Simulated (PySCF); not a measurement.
# Vanadium: a sound run and one with changed settings

Sound run: V [Ar] 3d3 4s2, V⁺ [Ar] 3d4. All numbers are calculated (PySCF 2.14, scalar relativity by spin-free X2C-1e, in x2c-TZVPall). In the sound run the correlated levels freeze [Ar]. The sound run starts from symmetry-adapted Hartree-Fock orbitals and uses a fine grid where one is needed.

Changed run: all electrons correlated in a basis built for the valence shell.

```csv
species,method,sound run (hartree),changed run (hartree),converged
V,MP2,-948.18226,-948.43384,yes
V⁺,MP2,-947.94376,-948.19858,yes
```

Ionisation energy of V:

```tsv
method	sound run (eV)	changed run (eV)
UHF	6.140	6.140
MP2	6.490	6.402
SCS-MP2	6.937	6.804
```

A valence basis has no tight correlating functions, so it recovers only part of the core correlation, and not evenly between atom and ion.

For comparison, NIST gives 6.746 eV between the lowest levels.
